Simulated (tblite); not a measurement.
Compound: C₅H₁₀F₂SeSi.
SMILES with atom numbers: `[F:1][C@@H:2]1[CH2:3][CH2:4][CH2:5][SiH2:6][Se:7][C@@H:8]1[F:9]` (hydrogens: H10 on C2; H11, H12 on C3; H13, H14 on C4; H15, H16 on C5; H17, H18 on Si6; H19 on C8)

Computed with GFN2-xTB (tblite), gas phase: L-BFGS steps from a force-field or distance-geometry start until the largest atomic force falls under 0.01 eV/Å.

Step 3: E = -821.6693 eV
```
atom  x, y, z in Å  |  force x, y, z in eV/Å
F1     -2.1027   -0.7286    1.2064    0.062  -0.031   0.038
C2     -1.7804   -0.0118    0.0787   -0.008   0.015  -0.058
C3     -0.7984   -0.8113   -0.7856    0.109  -0.022   0.065
C4      0.4072   -1.4256   -0.0426   -0.046   0.112  -0.116
C5      1.7241   -0.6965   -0.2949   -0.041   0.142   0.071
Si6     1.7751    1.0859    0.3810   -0.031  -0.042  -0.083
Se7     0.0863    1.3714    1.8951    0.043   0.059  -0.038
C8     -1.3118    1.3785    0.4901    0.185  -0.007   0.048
F9     -2.3573    2.1006    0.9811   -0.056  -0.053  -0.022
H10    -2.7210    0.1201   -0.4738   -0.098  -0.005  -0.013
H11    -1.3691   -1.6210   -1.2358   -0.107  -0.105   0.013
H12    -0.4679   -0.1720   -1.6069    0.072   0.033   0.066
H13     0.5225   -2.4544   -0.3749   -0.011  -0.162  -0.060
H14     0.2154   -1.4685    1.0311   -0.105   0.086  -0.008
H15     2.5320   -1.2486    0.1854   -0.027  -0.130  -0.068
H16     1.9394   -0.6730   -1.3625    0.008  -0.134  -0.035
H17     1.5832    2.0243   -0.7277   -0.068   0.126  -0.005
H18     3.0482    1.3118    1.0306    0.116   0.129   0.206
H19    -0.9345    1.9279   -0.3823    0.004  -0.011   0.000
```

Step 4: E = -821.6761 eV
```
atom  x, y, z in Å  |  force x, y, z in eV/Å
F1     -2.0988   -0.7261    1.2032    0.027  -0.084   0.100
C2     -1.7791   -0.0120    0.0741   -0.026   0.014   0.055
C3     -0.7963   -0.8133   -0.7833   -0.024  -0.016  -0.062
C4      0.4067   -1.4254   -0.0462   -0.009   0.009  -0.011
C5      1.7223   -0.6938   -0.2933    0.023   0.043  -0.012
Si6     1.7779    1.0889    0.3797   -0.001  -0.029  -0.049
Se7     0.0892    1.3743    1.8958    0.020   0.042  -0.064
C8     -1.3101    1.3750    0.4895    0.157   0.062   0.082
F9     -2.3568    2.0984    0.9793   -0.046  -0.073  -0.012
H10    -2.7240    0.1200   -0.4719   -0.060  -0.007  -0.042
H11    -1.3712   -1.6214   -1.2333   -0.078  -0.094   0.005
H12    -0.4666   -0.1726   -1.6005    0.093   0.063  -0.032
H13     0.5215   -2.4584   -0.3766   -0.004  -0.050  -0.027
H14     0.2115   -1.4639    1.0265   -0.088   0.051   0.025
H15     2.5297   -1.2532    0.1811   -0.038  -0.090  -0.032
H16     1.9396   -0.6791   -1.3615   -0.001  -0.082  -0.033
H17     1.5803    2.0291   -0.7278   -0.054   0.107   0.008
H18     3.0501    1.3163    1.0376    0.060   0.113   0.162
H19    -0.9357    1.9266   -0.3798    0.048   0.022  -0.061
```

Step 5: E = -821.6806 eV
```
atom  x, y, z in Å  |  force x, y, z in eV/Å
F1     -2.0956   -0.7259    1.2027    0.011  -0.086   0.099
C2     -1.7788   -0.0119    0.0721   -0.021   0.000   0.105
C3     -0.7956   -0.8150   -0.7832   -0.099  -0.002  -0.115
C4      0.4063   -1.4255   -0.0486    0.000  -0.048   0.047
C5      1.7216   -0.6917   -0.2927    0.044  -0.056  -0.065
Si6     1.7801    1.0907    0.3781    0.056   0.006  -0.014
Se7     0.0916    1.3770    1.8952    0.017   0.032  -0.059
C8     -1.3064    1.3739    0.4904    0.074   0.070   0.050
F9     -2.3571    2.0955    0.9778   -0.018  -0.074  -0.002
H10    -2.7270    0.1198   -0.4712   -0.003  -0.005  -0.025
H11    -1.3738   -1.6233   -1.2314   -0.045  -0.062  -0.003
H12    -0.4641   -0.1720   -1.5968    0.082   0.056  -0.077
H13     0.5208   -2.4617   -0.3782    0.002   0.039   0.005
H14     0.2072   -1.4599    1.0238   -0.067   0.022   0.029
H15     2.5273   -1.2579    0.1777   -0.039  -0.055  -0.005
H16     1.9397   -0.6847   -1.3613   -0.006  -0.042  -0.032
H17     1.5773    2.0343   -0.7277   -0.040   0.081   0.026
H18     3.0522    1.3214    1.0451   -0.014   0.093   0.109
H19    -0.9356    1.9261   -0.3793    0.066   0.032  -0.074
```

Step 6: E = -821.6847 eV
```
atom  x, y, z in Å  |  force x, y, z in eV/Å
F1     -2.0923   -0.7274    1.2042    0.007  -0.060   0.065
C2     -1.7788   -0.0119    0.0722    0.002  -0.021   0.101
C3     -0.7966   -0.8166   -0.7850   -0.111   0.014  -0.107
C4      0.4056   -1.4261   -0.0502   -0.019  -0.054   0.063
C5      1.7216   -0.6908   -0.2933    0.033  -0.118  -0.083
Si6     1.7836    1.0925    0.3763    0.097   0.026   0.005
Se7     0.0944    1.3803    1.8935    0.026   0.025  -0.038
C8     -1.3016    1.3739    0.4920   -0.029   0.037  -0.018
F9     -2.3577    2.0914    0.9763    0.013  -0.053   0.011
H10    -2.7296    0.1195   -0.4709    0.059   0.000   0.020
H11    -1.3773   -1.6263   -1.2298   -0.011  -0.015  -0.017
H12    -0.4601   -0.1703   -1.5947    0.040   0.022  -0.090
H13     0.5202   -2.4642   -0.3796    0.005   0.096   0.034
H14     0.2018   -1.4557    1.0218   -0.040  -0.005   0.022
H15     2.5244   -1.2634    0.1744   -0.025  -0.027   0.021
H16     1.9397   -0.6908   -1.3619   -0.009  -0.008  -0.039
H17     1.5736    2.0409   -0.7270   -0.021   0.047   0.049
H18     3.0537    1.3282    1.0544   -0.081   0.070   0.055
H19    -0.9342    1.9262   -0.3801    0.063   0.024  -0.054
```

Q: Estimate the geometry and energy of step 7. (The exact step hangs on the optimiser's Hessian estimate; all steps are aligned on step 6, rigid shifts and turns removed.)

A: E = -821.6878 eV, largest force 0.123 eV/Å
```
atom  x, y, z in Å  |  force x, y, z in eV/Å
F1     -2.0896   -0.7297    1.2066    0.012  -0.024   0.022
C2     -1.7789   -0.0123    0.0740    0.027  -0.034   0.054
C3     -0.7987   -0.8173   -0.7879   -0.064   0.019  -0.056
C4      0.4044   -1.4267   -0.0507   -0.040  -0.014   0.041
C5      1.7219   -0.6920   -0.2950    0.006  -0.107  -0.061
Si6     1.7877    1.0939    0.3748    0.090   0.010  -0.001
Se7     0.0970    1.3833    1.8914    0.035   0.020  -0.022
C8     -1.2982    1.3746    0.4928   -0.082  -0.008  -0.069
F9     -2.3581    2.0873    0.9755    0.027  -0.021   0.019
H10    -2.7306    0.1193   -0.4701    0.088   0.002   0.062
H11    -1.3805   -1.6292   -1.2291    0.010   0.025  -0.031
H12    -0.4564   -0.1687   -1.5949   -0.010  -0.019  -0.073
H13     0.5198   -2.4648   -0.3801    0.001   0.099   0.048
H14     0.1968   -1.4526    1.0209   -0.019  -0.019   0.011
H15     2.5219   -1.2684    0.1723   -0.008  -0.016   0.034
H16     1.9396   -0.6958   -1.3635   -0.010   0.006  -0.045
H17     1.5704    2.0468   -0.7255   -0.003   0.019   0.065
H18     3.0535    1.3348    1.0628   -0.104   0.055   0.024
H19    -0.9320    1.9267   -0.3817    0.043   0.006  -0.022
```

The energy changes by -0.0030 eV. The first-order estimate −F·Δx gives -0.0043 eV and the mean of the old and new forces, exact on a quadratic surface, -0.0031 eV. The step makes an angle of 57° with the force vector and moves no atom by more than 0.011 Å.

The cost below is that of the whole relaxation. On Arm Neoverse V2, one thread (shared host), this took 1.5 s wall.
